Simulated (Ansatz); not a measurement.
**Redistribution: C3H5Br + C2H4S → C3H6S + C2H3Br**

Species: C3H5Br (allyl bromide) `C=CCBr`, singlet; C2H4S `C=CS`, singlet; C3H6S (allyl mercaptan) `C=CCS`, singlet; C2H3Br (vinyl bromide) `C=CBr`, singlet. The partners trade Br for SH; both sit on C, so the bond types are kept.

Shapes, held fixed at every level: PBE0-D4/def2-TZVP. Flexible molecules stand in one conformer, not always the lowest. Programs: Ansatz 0.2.0. Electronic energies: no zero-point or thermal term.

| level | kind | ΔE (kJ/mol) | less CCSD(T)/def2-TZVPP | CPU time (sum over the molecules) |
| --- | --- | --- | --- | --- |
| PBE-D4/def2-TZVPP | GGA | +14.9 | +3.8 | 15 s |
| r2SCAN-D4/def2-TZVPP | meta-GGA | +16.0 | +4.9 | 27 s |
| PBE0-D4/def2-TZVPP | global hybrid | +13.9 | +2.8 | 17 s |
| wB97X-V/def2-TZVPP | range-separated hybrid | +11.3 | +0.2 | 41 s |
| B2PLYP/def2-TZVPP | double hybrid | +13.9 | +2.8 | 31 s |
| CCSD/def2-TZVPP | coupled cluster or CI | +10.8 | -0.3 | – |
| CCSD(T)/def2-TZVPP | coupled cluster or CI | +11.1 | 0.0 | 5.6 min |

The highest level, CCSD(T)/def2-TZVPP, gives ΔE = +11.1 kJ/mol; the levels span +10.8 to +16.0. The column of differences is taken from that level and isn't an error. No measured value is set beside it here. Relativity is left out for Br unless named. Correlated rows may include outer-core shells of Br, which these sets cover unevenly. Times are processor times on shared x86 and Arm servers, and rough.
